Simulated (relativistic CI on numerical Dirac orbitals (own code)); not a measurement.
**How well does a small relativistic CI reproduce Rb V?**

Computed by Dirac-Coulomb-Breit CI, separate exchange-only KLI orbitals for each configuration, model QED (radiative potential, 1s self-energy scaled to tabulated hydrogen-like ionisation energies), valence Slater integrals scaled by 0.85, P86 correlation energy added to each configuration (own radial code, finite nucleus).

Configuration list (outside the closed core [Ar] 3d10): 4s²4p³, 4s4p⁴, 4s²4p²4d, 4p⁵, 4s4p³4d, 4s²4p²4f, 4s²4p²5s, 4s²4p²5p, 4s4p³4f, 4s²4p²5d, 4s²4p²6s, 4s²4p²6p, 4p⁴4d, 4s4p³5s, 4s²4p²5f, 4s²4p²5g, 4s²4p²6d, 4s²4p²7s, 4s4p²4d², 4s²4p4d4f, 4s²4p²7p, 4s²4p²6f, 4s4p³5p, 4s4p³5d, 4s4p³6s, 4p⁴4f, 4s²4p4d5p, 4s4p³6p, 4s4p²5p², 4s²4p4d², 4s²4d³, 4s4p4d³, 4s²4d²4f, 4s²4d²5s, 4s²4d²5p, 4p³4d², 4p²4d³, 4p²4d²4f, 4p²4d²5s, 4p²4d²5p, 4s²4p4f², 4s²4d4f², 4s4p4d4f², 4s²4f³, 4s²4f²5s, 4s²4f²5p, 4p³4f², 4p²4d4f², 4p²4f³, 4p²4f²5s, 4p²4f²5p, 4s²4p4d5s, 4s4p4d²5s, 4s²4d4f5s, 4s²4d5s², 4s²4d5s5p. Double excitations out of closed p, d and f shells are left out; levels of such configurations are missing from the list, as are those of other unlisted configurations, and high levels can miss mixing partners. These lack a partner that the ground configuration has and come out too high: 4s4p³4f, 4s²4p²5d, 4s²4p²6s, 4s²4p²6p, 4s²4p²5f.

| Configuration | Term (tabulated) | J | Measured (cm⁻¹) | Computed | Error | Purity (%) |
| --- | --- | --- | --- | --- | --- | --- |
| 4s²4p³ | 4S° | 3/2 | 0.0 | 0 | 0 | 94 |
| 4s²4p³ | 2D° | 3/2 | 18639.1 | 18083 | -556 | 84 |
| 4s²4p³ | 2D° | 5/2 | 21080.4 | 20534 | -547 | 97 |
| 4s²4p³ | 2P° | 1/2 | 34794.3 | 33472 | -1323 | 97 |
| 4s²4p³ | 2P° | 3/2 | 38317.8 | 36983 | -1335 | 82 |
| 4s4p⁴ | 4P | 5/2 | 135925.6 | 137684 | 1759 | 89 |
| 4s4p⁴ | 4P | 3/2 | 140861.6 | 142480 | 1618 | 89 |
| 4s4p⁴ | 4P | 1/2 | 143010.2 | 144559 | 1549 | 88 |
| 4s4p⁴ | 2D | 3/2 | 167062.8 | 168764 | 1701 | 77 |
| 4s4p⁴ | 2D | 5/2 | 168272.8 | 169939 | 1666 | 78 |
| 4s²4p²5s | 4P | 3/2 | 266420.0 | 275404 | 8984 | 94 |
| 4s²4p²5s | 2P | 1/2 | 268680.0 | 280621 | 11941 | 88 |
| 4s²4p²5s | 4P | 5/2 | 270710.0 | 279851 | 9141 | 90 |
| 4s²4p²5s | 2P | 3/2 | 271790.0 | 285434 | 13644 | 77 |
| 4s²4p²5s | 2D | 5/2 | 285920.0 | 295866 | 9946 | 90 |
| 4s²4p²5s | 2D | 3/2 | 286790.0 | 296599 | 9809 | 80 |
| 4s²4p²5s | 2S | 1/2 | 307390.0 | 314922 | 7532 | 93 |

Measured levels from Sansonetti, J. Phys. Chem. Ref. Data 35, 301 (2006); pairs were made by configuration, J and term (by order where the table uses no LS term), so strongly mixed levels may be paired wrongly.

Mean error by configuration (cm⁻¹): 4s²4p³ -940; 4s4p⁴ 1659; 4s²4p²5s 10143. Over the excited levels the mean absolute error is 5191 cm⁻¹ (16 of the 19 excited levels that our extract of the source holds in range could be paired, and the others can miss by more), and the median relative error of those above 1,000 cm⁻¹ is 3.2 %.
